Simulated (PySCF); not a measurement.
Compound: C6H11Cl.
SMILES with atom numbers: `[Cl:1][CH:2]1[CH2:3][CH2:4][CH2:5][CH2:6][CH2:7]1` (hydrogens: H8 on C2; H9, H10 on C3; H11, H12 on C4; H13, H14 on C5; H15, H16 on C6; H17, H18 on C7)

The same species was optimised twice, with GFN2-xTB and with PBE0-D3(BJ)/def2-SVP (PySCF), and the same property calculations (PySCF, gas phase) were run on both structures.

| coordinate | GFN2-xTB | PBE0-D3(BJ)/def2-SVP | change |
| --- | --- | --- | --- |
| Cl1–C2 (Å) | 1.796 | 1.815 | +0.019 |
| C6–C7 (Å) | 1.526 | 1.524 | -0.002 |
| C3–C4 (Å) | 1.526 | 1.525 | -0.001 |
| C2–C3 (Å) | 1.523 | 1.521 | -0.002 |
| C2–C7 (Å) | 1.523 | 1.521 | -0.002 |
| C4–C5 (Å) | 1.525 | 1.526 | +0.001 |
| C5–C6 (Å) | 1.525 | 1.526 | +0.001 |
| C4–C5–C6 (°) | 110.1 | 111.6 | +1.5 |
| C3–C4–C5 (°) | 110.6 | 111.6 | +1.0 |
| C5–C6–C7 (°) | 110.6 | 111.5 | +0.9 |
| C2–C3–C4 (°) | 111.5 | 112.4 | +0.9 |
| C2–C7–C6 (°) | 111.5 | 112.3 | +0.8 |
| C3–C2–C7 (°) | 111.7 | 112.0 | +0.3 |
| Cl1–C2–C3 (°) | 109.5 | 109.6 | +0.1 |
| Cl1–C2–C7 (°) | 109.6 | 109.6 | 0.0 |

Rotational constants: A = 3241, B = 1807, C = 1553 MHz (GFN2-xTB) against A = 3214, B = 1776, C = 1525 MHz (PBE0-D3(BJ)/def2-SVP). Point groups within 0.08 Å: Cs and Cs.

On the GFN2-xTB structure: HOMO (eV) -8.13 [PBE0/pcSseg-1]; LUMO (eV) 1.13 [PBE0/pcSseg-1]; dipole (D) 2.10 [PBE0/pcSseg-1]; GIAO shielding of Cl1 (ppm) 814.1 [PBE0/pcSseg-1]; GIAO shielding of C2 (ppm) 123.1 [PBE0/pcSseg-1]; GIAO shielding of C3/C7 (mean) (ppm) 148.9 [PBE0/pcSseg-1]; GIAO shielding of C4/C6 (mean) (ppm) 163.4 [PBE0/pcSseg-1]; GIAO shielding of C5 (ppm) 156.9 [PBE0/pcSseg-1].

Question: What do these properties become on the PBE0-D3(BJ)/def2-SVP structure?

Answer: 
| property | level | on GFN2-xTB | on PBE0-D3(BJ)/def2-SVP | change |
| --- | --- | --- | --- | --- |
| HOMO (eV) | PBE0/pcSseg-1 | -8.13 | -8.13 | 0.00 |
| LUMO (eV) | PBE0/pcSseg-1 | 1.13 | 0.99 | -0.14 |
| dipole (D) | PBE0/pcSseg-1 | 2.10 | 2.19 | +0.09 |
| energy, GFN2-xTB geometry as zero (kcal/mol) | PBE0/pcSseg-1 | 0.0 | -0.8 | -0.8 |
| GIAO shielding of Cl1 (ppm) | PBE0/pcSseg-1 | 814.1 | 804.3 | -9.8 |
| GIAO shielding of C2 (ppm) | PBE0/pcSseg-1 | 123.1 | 119.8 | -3.3 |
| GIAO shielding of C3/C7 (mean) (ppm) | PBE0/pcSseg-1 | 148.9 | 148.2 | -0.7 |
| GIAO shielding of C4/C6 (mean) (ppm) | PBE0/pcSseg-1 | 163.4 | 162.8 | -0.6 |
| GIAO shielding of C5 (ppm) | PBE0/pcSseg-1 | 156.9 | 156.6 | -0.3 |

The heavy atoms differ by 0.020 Å rms after alignment. Among bonds between heavy atoms Cl1–C2 changes most (+0.019 Å). Changes are differences of the printed values. Neither structure is proved a minimum here.
